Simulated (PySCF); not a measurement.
Geometry (Å), atoms numbered from 1 in this order:
```xyz
9

F     2.104    0.944    0.615
B     1.806   -0.234    0.087
P     0.376   -0.373   -1.163
Si   -1.262    0.642    0.013
H     2.518   -1.173    0.362
H     0.038   -1.734   -0.924
H    -1.394    0.130    1.410
H    -2.552    0.429   -0.706
H    -0.930    2.095    0.045
```

- structure optimised with PBE0-D3(BJ)/def2-SVP
- shieldings: GIAO PBE0/pcSseg-1
- run in PySCF 2.14.0 with density-fitted response routines
- no relativistic terms, in vacuum, rapidly exchanging positions averaged, one conformer

Referencing at the same level of theory: 1H (σref 31.27) and 29Si (σref 351.99) against TMS; 19F (σref 177.25) against CFCl3; 11B (σref 100.73) vs BF3·OEt2; 31P (σref 310.13) against H3PO4.

```tsv
atoms	nucleus	count	δ (ppm)
H6	1H	1	?
Si4	29Si	1	-81.0
F1	19F	1	17.0
H5	1H	1	6.60
P3	31P	1	-237.5
H7/H8/H9	1H	3	?
B2	11B	1	66.5
```

Fill in the missing shifts.

Results:


- H7/H8/H9: 4.19 ppm, hydrogen on a silicon bonded to P
- H6: 2.05 ppm, hydrogen on a phosphorus bonded to B, Si

Hydrogens on boron are broadened and split by 11B (spin 3/2, 80 %) and 10B (spin 3). Unscaled 19F shifts against computed CFCl3 carry errors that often reach 10 to 50 ppm. Experimental scales use liquid or dissolved standards, which lie at an offset from isolated H3PO4.
